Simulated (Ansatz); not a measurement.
C4H11Al, singlet, geometry from GFN2-xTB (such geometries of metal compounds can be far from the true shape); CASSCF(6,4)/STO-3G in Ansatz (a quantum-chemistry and plane-wave program).

The Ansatz input:
Ansatz 0.2 input:
```yaml
crystal:
  periodic: [false, false, false]
  atoms:
    - {symbol: Al, position_ang: [-1.41192386, 1.70906599, 0.96838008]}
    - {symbol: H, position_ang: [-1.43186641, 2.30223492, 2.40113179]}
    - {symbol: H, position_ang: [-2.02285938, 2.65102295, -0.10132588]}
    - {symbol: C, position_ang: [-0.61147894, -0.05883255, 0.51296652]}
    - {symbol: C, position_ang: [0.80971534, 0.12105695, -0.06564121]}
    - {symbol: C, position_ang: [1.49330623, -1.19817963, -0.43503184]}
    - {symbol: C, position_ang: [0.85347629, -1.89236746, -1.63218390]}
    - {symbol: H, position_ang: [-0.54209409, -0.73166408, 1.38374958]}
    - {symbol: H, position_ang: [-1.21668506, -0.60374595, -0.22857445]}
    - {symbol: H, position_ang: [0.76392517, 0.76077524, -0.95357808]}
    - {symbol: H, position_ang: [1.43045346, 0.64141605, 0.67220021]}
    - {symbol: H, position_ang: [2.54183083, -0.99347916, -0.66749635]}
    - {symbol: H, position_ang: [1.47237059, -1.86820281, 0.42822732]}
    - {symbol: H, position_ang: [0.83473568, -1.22591116, -2.49212019]}
    - {symbol: H, position_ang: [-0.16606661, -2.19937723, -1.41254032]}
    - {symbol: H, position_ang: [1.42115263, -2.78099061, -1.89927218]}
basis:
  gaussian:
    orbitals: STO-3G
hamiltonian:
  xc: hf
magnetization: {spin_polarized: false}
correlation: {active_space: {window: {electrons: 6, orbitals: 4}}}
```

It wrote (shortened):

```
Functional definition: HF
533 factors; integrals over basis functions are off by at most 6.0e-5 eV
mean field evaluation 1: about -10748.4597 eV, gradient 1.7e1 eV
mean field evaluation 2: about -10748.7348 eV, gradient 1.7e1 eV
mean field evaluation 4: about -10749.9873 eV, gradient 6.8e-1 eV
mean field evaluation 8: about -10749.9882 eV, gradient 1.5e-6 eV
mean field -10749.98816739 eV, -395.0547785481 hartree, gradient 7.7e-7 eV, S^2 0.000000; 0 other end points of the search recorded, 0 dependent functions left out
reference -10749.98816739 eV, -395.0547785481 hartree; 24, 24 occupied and 16, 16 virtual orbitals, 533 factors
state -10750.43306083 eV, -395.0711280803 hartree
2 active orbitals were swapped for others, from the solution at -10750.36018100 eV, -395.0684497959 hartree to that at -10750.43205589 eV, -395.0710911492 hartree; typed "places" are swapped only where nearly empty or full, and so, without "given_window_search", are "orbital_numbers", "shells" and a window whose orbitals a file names under [Active]
2 active orbitals were swapped for others, from the solution at -10750.43205589 eV, -395.0710911492 hartree to that at -10750.43306083 eV, -395.0711280803 hartree; typed "places" are swapped only where nearly empty or full, and so, without "given_window_search", are "orbital_numbers", "shells" and a window whose orbitals a file names under [Active]
Total energy: -10750.43306083 eV, -395.0711280803 hartree
```
